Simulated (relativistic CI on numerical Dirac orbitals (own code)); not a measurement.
Hyperfine structure of Lu XXII, mass number 176

Computed by Dirac-Coulomb-Breit CI, orbitals from a KLI potential per configuration, model QED (radiative potential, 1s self-energy scaled to tabulated hydrogen-like ionisation energies), unscaled Slater integrals (own radial code, finite nucleus).

Configurations in the expansion (outside the closed core [Ar] 3d10 4p6 4d10): 4s²4f⁴, 4s²4f³5s, 4s²4f²5s², 4s²4f³5p, 4s²4f²5s5p, 4s²4f²5p², 4s²4f²5s5d, 4s²4f³5d, 4s²4f²5p5d, 4s²4f³5f, 4s²4f³6s, 4s²4f³6p, 4s4f³5s². Levels of other configurations are missing.

Nuclear spin I = 7, μ = 3.16 μN, Q = 4.92 b (tables of Stone and Pyykkö). The electronic factors are computed for point nuclear moments, without core polarisation or the Bohr-Weisskopf and QED corrections.

```tsv
Level	E (eV)	A (MHz)	B (MHz)
4s²4f⁴ ⁵I4	0.0000	1412	-6440
4s²4f⁴ ⁵I5	1.1241	1105	-5830
4s²4f⁴ ⁵I6	2.1878	949.7	-5500
4s²4f⁴ ⁵I7	3.1560	878.1	-5090
4s²4f⁴ ⁵I8	4.0361	848	-4590
4s²4f⁴ ⁵F2	4.4568	1267	6600
4s²4f⁴ ⁵F1	4.5672	2465	2190
4s²4f⁴ ⁵F3	5.2731	879.3	782
```

Levels with J = 0, under 50 % of one LS term, or S terms without an open s electron are left out. Small factors come from cancelling terms and can be off by tens of per cent or more.

At this charge energies of transitions that change n are usually good to better than 1 %, and those within a shell (Δn = 0) to a few per cent. Terms inside the open d or f shell come out 10 to 20 % too wide with unscaled integrals.

Q: Give the hyperfine levels of 4s²4f⁴ ⁵I4 relative to its centre of gravity.

A: With K = F(F + 1) − I(I + 1) − J(J + 1), E = AK/2 + B[¾K(K + 1) − I(I + 1)J(J + 1)]/[2I(2I − 1)J(2J − 1)]: F = 3: -47590, F = 4: -41040, F = 5: -33020, F = 6: -23650, F = 7: -13060, F = 8: -1419, F = 9: 11100, F = 10: 24290, F = 11: 37920 MHz.

LS names give the leading component of a level, which can be under half, so a name can repeat, a term be missing and a line seem to break the LS rules.
